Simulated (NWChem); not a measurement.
System: C3H5ClSi; SMILES C=C=C([SiH3])Cl

Results from NWChem. All runs use the structure optimised with PBE0/def2-SVP.

For level PBE/def2-TZVP:

```
Property                     Result
---------------------------  ------
highest occupied level (eV)   -6.30
orbital gap (eV)               4.34
dipole (D)                     1.62
```

### Question
What are these values for level TPSSh/def2-TZVP?

### Answer
| Property | Value |
|---|---|
| highest occupied level (eV) | -6.82 |
| orbital gap (eV) | 5.43 |
| dipole (D) | 1.74 |
